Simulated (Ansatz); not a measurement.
Start from `[OH][Zn][SeH]` and change one atom or group to get `[NH2][Zn][OH]`.

Ansatz, PBE0-D4/def2-TZVP geometries, multiplicity 1. Each molecule was computed in one conformer, which needn't be the lowest.

Scalar relativity is left out up to krypton.

```tsv
property	`[OH][Zn][SeH]`
size of the dipole moment (B3LYP/def2-TZVPP) / D	1.38
zero-point energy (PBE0-D4/def2-TZVP) / kJ/mol	54.0
HOMO–LUMO gap (PBE/def2-TZVPP) / eV	4.11
HOMO–LUMO gap (B3LYP/def2-TZVPP) / eV	5.53
LUMO energy (PBE0/def2-TZVPP) / eV	-1.08
size of the dipole moment (PBE/def2-TZVPP) / D	1.32
```

**Question.** Give the same properties after the change, and the shifts. (Estimate.)

**Answer.** The calculation gave: 
```tsv
property	`[NH2][Zn][OH]`	shift
size of the dipole moment (B3LYP/def2-TZVPP) / D	2.49	1.11
zero-point energy (PBE0-D4/def2-TZVP) / kJ/mol	99.1	45.1
HOMO–LUMO gap (PBE/def2-TZVPP) / eV	4.24	0.13
HOMO–LUMO gap (B3LYP/def2-TZVPP) / eV	5.87	0.34
LUMO energy (PBE0/def2-TZVPP) / eV	-0.67	0.41
size of the dipole moment (PBE/def2-TZVPP) / D	2.34	1.02
```

With PBE0 the HOMO rises by 0.06 eV and the LUMO rises by 0.41 eV, so the gap widens by about 0.35 eV. PBE moves the HOMO by 0.30 eV and ωB97M-V by -0.17 eV. The zero-point energy changes by 45.1 kJ/mol with +3 modes. Dipoles are sizes alone; their direction can turn.

B3LYP here is the variant with VWN-RPA as its local correlation; programs differ in this.

Spin–orbit coupling is left out; it splits and shifts lone-pair levels of the heavy atoms by tenths of an eV.
